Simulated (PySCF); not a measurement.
W(O)(NH)(NH2)(Me) (CH6N2OW), SMILES [CH3][W](=[NH])([NH2])=[O], multiplicity 1. Geometry: B3LYP-D3(BJ)/def2-SVP. The spin state was assumed, not searched. The structure was generated by enumeration; whether it is a known compound was not checked. The def2 effective core potentials stand for the cores of W; spin–orbit coupling is left out. One conformer was computed; it need not be the lowest.

Computed equilibrium geometry at B3LYP-D3(BJ)/def2-SVP (PySCF confirms it by a frequency run) as a Z-matrix (one conformer of several):
```
W
O 1 1.7229
N 1 1.7714 2 114.95
H 3 1.0188 1 145.66 2 1.18
N 1 1.9581 2 114.07 3 -127.93
H 5 1.0182 1 125.02 2 140.74
H 5 1.0196 6 110.15 1 164.37
C 1 2.1353 2 105.17 3 113.87
H 8 1.1017 1 110.57 2 -178.83
H 8 1.1018 9 108.45 1 -121.24
H 8 1.1033 9 109.22 10 -117.98
```
Charge 0, spin multiplicity 1.
